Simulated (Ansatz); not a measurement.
Ansatz (a quantum-chemistry and plane-wave program) input:

Ansatz 0.2 input:
```yaml
crystal:
  periodic: [false, false, false]
  atoms:
    - {symbol: In, position_ang: [0.00000000, 0.00000000, 0.00000000]}
    - {symbol: I, position_ang: [0.00000000, 0.00000000, 2.56752916]}
    - {symbol: I, position_ang: [-0.00000000, -0.00000000, -2.56752916]}
basis:
  gaussian:
    orbitals: def2-TZVPD
hamiltonian:
  xc: {name: SVWN5}
total_charge: 1
output: {forces: true}
```

### Question
Which total energy does the run end on?

### Answer
-784.25987 Eh (SVWN5/def2-TZVPD). The basis has 174 functions.

It need not be the lowest isomer of its formula.
